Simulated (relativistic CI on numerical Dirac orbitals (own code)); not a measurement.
**Energy levels of Nb III**

Calculated at this level of theory: Dirac-Coulomb-Breit CI, orbitals from a KLI potential per configuration, model QED (radiative potential, 1s self-energy scaled to tabulated hydrogen-like ionisation energies), valence Slater integrals scaled by 0.85, P86 correlation energy added to each configuration (own radial code, finite nucleus).

Configuration list (outside the closed core [Kr]): 4d³, 4d²5s, 4d²5p, 4d5s², 4d²4f, 4d5s5p, 4d²5d, 4d²6s, 4d²6p, 4d4f², 4d²6d, 4d5p², 4d²5f, 4d²5g, 4d5s6s, 4d²6f. Levels of other configurations are missing.

The lowest level is 4d³ ⁴F3/2, with 99 % of that term; Hund's rules for 4d³ give ⁴F with J = 3/2, in agreement.

| No. | Configuration | Term | J | E (eV) | % | Next component (%) | Lifetime (s) | jj configuration (%) |
| --- | --- | --- | --- | --- | --- | --- | --- | --- |
| 1 | 4d³ | ⁴F | 3/2 | 0.0000 | 99 | 1 ²D |  | 4d3/2^3 (40) |
| 2 | 4d³ | ⁴F | 5/2 | 0.0553 | 100 |  | 2.62e+02 | 4d3/2^2 4d5/2 (78) |
| 3 | 4d³ | ⁴F | 7/2 | 0.1275 | 100 |  | 1.17e+02 | 4d3/2 4d5/2^2 (76) |
| 4 | 4d³ | ⁴F | 9/2 | 0.2128 | 99 | 1 ²G | 1.15e+02 | 4d3/2 4d5/2^2 (48) |
| 5 | 4d³ | ⁴P | 3/2 | 1.1585 | 81 | 16 ²P | 2.15e+01 | 4d3/2^2 4d5/2 (59) |
| 6 | 4d³ | ⁴P | 1/2 | 1.1587 | 91 | 8 ²P | 1.94e+01 | 4d3/2^2 4d5/2 (80) |
| 7 | 4d³ | ²G | 7/2 | 1.2287 | 99 | 1 4d²5s ²G | 7.06e+00 | 4d3/2 4d5/2^2 (50) |
| 8 | 4d³ | ⁴P | 5/2 | 1.2592 | 99 | 1 ²D | 1.96e+01 | 4d3/2 4d5/2^2 (64) |
| 9 | 4d³ | ²G | 9/2 | 1.2938 | 92 | 7 ²H | 4.32e+00 | 4d3/2^2 4d5/2 (58) |
| 10 | 4d³ | ²P | 1/2 | 1.4113 | 87 | 9 ⁴P | 1.50e+01 | 4d3/2 4d5/2^2 (78) |
| 11 | 4d³ | ²P | 3/2 | 1.4426 | 60 | 19 ²D | 4.95e+00 | 4d3/2 4d5/2^2 (51) |
| 12 | 4d³ | ²H | 9/2 | 1.6828 | 93 | 7 ²G | 9.65e+00 | 4d3/2 4d5/2^2 (48) |
| 13 | 4d³ | ²D | 3/2 | 1.7009 | 76 | 20 ²P | 1.90e+00 | 4d5/2^3 (60) |
| 14 | 4d³ | ²H | 11/2 | 1.7256 | 100 |  | 2.80e+01 | 4d3/2 4d5/2^2 (100) |
| 15 | 4d³ | ²D | 5/2 | 1.7316 | 96 | 3 4d²5s ²D | 2.60e+00 | 4d3/2 4d5/2^2 (50) |
| 16 | 4d³ | ²F | 7/2 | 2.6265 | 94 | 6 4d²5s ²F | 3.19e+00 | 4d3/2 4d5/2^2 (69) |
| 17 | 4d³ | ²F | 5/2 | 2.6407 | 92 | 7 4d²5s ²F | 3.39e+00 | 4d3/2 4d5/2^2 (49) |
| 18 | 4d²5s | ⁴F | 3/2 | 3.4777 | 99 |  |  | 4d3/2^2 5s (73) |
| 19 | 4d²5s | ⁴F | 5/2 | 3.5360 | 99 |  |  | 4d3/2 4d5/2 5s (62) |
| 20 | 4d²5s | ⁴F | 7/2 | 3.6183 | 100 |  |  | 4d3/2 4d5/2 5s (84) |
| 21 | 4d²5s | ⁴F | 9/2 | 3.7218 | 100 |  |  | 4d5/2^2 5s (77) |
| 22 | 4d³ | ²D | 5/2 | 4.1284 | 97 | 1 4d5s² ²D |  | 4d3/2^2 4d5/2 (52) |
| 23 | 4d³ | ²D | 3/2 | 4.1597 | 98 | 1 4d5s² ²D |  | 4d3/2 4d5/2^2 (86) |
| 24 | 4d²5s | ²F | 5/2 | 4.6017 | 85 | 7 4d³ ²F |  | 4d3/2 4d5/2 5s (46) |
| 25 | 4d²5s | ⁴P | 1/2 | 4.6989 | 100 |  |  | 4d3/2^2 5s (44) |
| 26 | 4d²5s | ⁴P | 3/2 | 4.7314 | 97 | 2 ²D |  | 4d3/2 4d5/2 5s (95) |
| 27 | 4d²5s | ⁴P | 5/2 | 4.7561 | 84 | 12 ²D |  | 4d3/2 4d5/2 5s (81) |
| 28 | 4d²5s | ²F | 7/2 | 4.7645 | 92 | 6 4d³ ²F |  | 4d5/2^2 5s (54) |
| 29 | 4d²5s | ²D | 3/2 | 4.9672 | 92 | 3 ⁴P |  | 4d5/2^2 5s (45) |
| 30 | 4d²5s | ²D | 5/2 | 5.0236 | 79 | 15 ⁴P |  | 4d5/2^2 5s (83) |
| 31 | 4d²5s | ²G | 9/2 | 5.4901 | 99 | 1 4d³ ²G |  | 4d3/2 4d5/2 5s (76) |
| 32 | 4d²5s | ²G | 7/2 | 5.4980 | 98 | 1 4d³ ²G |  | 4d3/2 4d5/2 5s (73) |
| 33 | 4d²5s | ²P | 1/2 | 5.8564 | 94 | 5 4d³ ²P |  | 4d3/2 4d5/2 5s (64) |
| 34 | 4d²5s | ²P | 3/2 | 5.9386 | 93 | 5 4d³ ²P |  | 4d3/2 4d5/2 5s (48) |
| 35 | 4d²5s | ²S | 1/2 | 7.7343 | 99 |  |  | 4d5/2^2 5s (66) |
| 36 | 4d²5p | ⁴G° | 5/2 | 8.1045 | 86 | 12 ²F° | 2.41e-09 | 4d3/2^2 5p1/2 (77) |
| 37 | 4d²5p | ⁴G° | 7/2 | 8.2480 | 94 | 4 ²F° | 2.29e-09 | 4d3/2 4d5/2 5p1/2 (71) |
| 38 | 4d²5p | ⁴F° | 3/2 | 8.3662 | 79 | 18 ²D° | 1.01e-09 | 4d3/2^2 5p1/2 (56) |
| 39 | 4d²5p | ⁴G° | 9/2 | 8.4092 | 97 | 2 ⁴F° | 2.19e-09 | 4d3/2 4d5/2 5p3/2 (57) |
| 40 | 4d²5p | ⁴F° | 5/2 | 8.4550 | 67 | 15 ²D° | 1.08e-09 | 4d3/2 4d5/2 5p1/2 (79) |
| 41 | 4d²5p | ²F° | 5/2 | 8.5076 | 51 | 25 ⁴F° | 1.48e-09 | 4d3/2^2 5p3/2 (50) |
| 42 | 4d²5p | ⁴F° | 7/2 | 8.5751 | 96 | 2 ⁴G° | 9.28e-10 | 4d3/2 4d5/2 5p3/2 (54) |
| 43 | 4d²5p | ⁴G° | 11/2 | 8.5890 | 100 |  | 2.14e-09 | 4d5/2^2 5p3/2 (77) |
| 44 | 4d²5p | ²D° | 3/2 | 8.5970 | 69 | 20 ⁴F° | 1.25e-09 | 4d3/2^2 5p3/2 (58) |
| 45 | 4d²5p | ²F° | 7/2 | 8.6818 | 83 | 12 ⁴D° | 1.62e-09 | 4d5/2^2 5p1/2 (35) |

Energies count from the lowest computed level; ° marks odd parity; lifetimes are radiative, by E1, M1, E2 decay to levels of this space only; some are left blank where a channel outside the calculation adds to the decay or the decay crosses a small, uncertain gap. Filled j subshells are mostly left out of the jj labels.

The mean weight of the leading LS term, summed over parents, in these 45 levels is 91 %, and that of the leading jj configuration (from the same eigenvectors) 64 %, so LS coupling describes them better.

For a near-neutral ion this model can misplace configurations by up to about 10,000 cm⁻¹ (more where the count of f electrons changes) and terms by 10 to 25 % of their spread. Rates follow the energies as ν³ (E1, M1) or ν⁵ (E2), so they and the lifetimes can be off by large factors. The fine structure of a lone outer electron comes out too small, for d and f at times inverted, and misplaced configurations move strength between like terms. 22 of the 24 excited levels that our extract of the measured tables holds in this range could be paired (the sources list more); they are missed by 1723 cm⁻¹ on average and 3527 at most, and levels without a partner can miss by more. Some levels of the ground configuration have no partner and can miss by 10 % or more.

Landé's interval rule says that E(J) − E(J−1) = AJ with one A. For the ground term the intervals give A = 178.4, 166.4, 152.8 cm⁻¹ for J = 5/2, 7/2, 9/2; the multiplet is regular.
